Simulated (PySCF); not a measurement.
Spinor energies of Tm³⁶⁺ (thulium, charge +36)

Start: [Ar] 3d10 4s2 4p3; 4p1/2 filled at m_j = -1/2, +1/2; 4p3/2 filled at m_j = +3/2. Calculated with PySCF 2.14 in an even-tempered Gaussian basis (17 s from 3.9 bohr⁻², ratio 2.8; 13 p from 5.1 bohr⁻², ratio 2.8; 8 d from 9 bohr⁻², ratio 2.8; 4 f from 24 bohr⁻², ratio 3): generalised Hartree-Fock with the X2C-1e Hamiltonian and a Gaussian nucleus; one run each with spin-orbit coupling (SO) switched off, then screened by Boettger's factors.

| spinor shell | electrons | ε, spin-free (eV) | ε, screened SO (eV) | weight of nominal j (screened SO) | rms radius, screened SO (bohr) |
| --- | --- | --- | --- | --- | --- |
| 1s1/2 | 2 | -61245.4 | -61227.9 | 1.000 | 0.0227 |
| 2s1/2 | 2 | -11737.7 | -11730.7 | 1.000 | 0.0917 |
| 2p1/2 | 2 | -10543.6 | -11239.4 | 1.000 | 0.0782 |
| 2p3/2 | 4 | -10543.6 | -10249.6 | 1.000 | 0.0851 |
| 3s1/2 | 2 | -3818.6 | -3815.0 | 1.000 | 0.233 |
| 3p1/2 | 2 | -3447.2 | -3601.9 | 1.000 | 0.224 |
| 3p3/2 | 4 | -3447.2 | -3378.5 | 1.000 | 0.237 |
| 3d3/2 | 4 | -2999.4 | -3025.7 | 1.000 | 0.209 |
| 3d5/2 | 6 | -2999.4 | -2977.0 | 1.000 | 0.213 |
| 4s1/2 | 2 | -1735.5 | -1734.2 | 1.000 | 0.494 |
| 4p1/2 | 2 | -1612.7 | -1651.2 | 0.998 | 0.488 |
| 4p3/2 | 1 | -1612.7 | -1586.8 | 1.000 | 0.508 |

```json
{"quantity": "E (hartree)", "spin-free": "-12795.79451", "screened SO": "-12809.66588"}
{"quantity": "M_J", "spin-free": "3/2", "screened SO": "3/2"}
{"quantity": "⟨J²⟩", "spin-free": "3.750", "screened SO": "3.751"}
{"quantity": "⟨L²⟩", "spin-free": "0.000", "screened SO": "2.465"}
{"quantity": "⟨S²⟩", "spin-free": "3.750", "screened SO": "1.582"}
```

Each row is a mean over spinors that exchange with the open shell spreads, by up to 13.160 eV (4s1/2).

Breit and QED terms are absent; they matter most for the inner s and p1/2 levels.

Densities and radii are taken from the X2C orbitals without a picture-change correction, which distorts them close to the nucleus.

Without spin-orbit coupling the j labels of p, d and f shells carry no meaning; the spin-free column gives the mean over the occupied spinors of each nl shell.
